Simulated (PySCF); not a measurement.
O2S2, SMILES O=S(=O)=S. Geometry: B3LYP-D3(BJ)/def2-SVP.

TDA-CAM-B3LYP/def2-SVPD in PySCF 2.14.0 puts the lowest singlet excitations at 3.16, 4.33, 4.86, 5.12, 5.40, 5.71 eV.

Q: What are the lowest excitation roots from ADC(2)/aug-cc-pVDZ (PySCF 2.14.0)? (An estimate is asked for; the answer gives what the named calculation found.)

A: 3.36, 4.23, 4.95, 4.96, 5.34, 5.60 eV. S1 differs by 0.20 eV (second minus first; roots are paired by order, and the bases may differ).
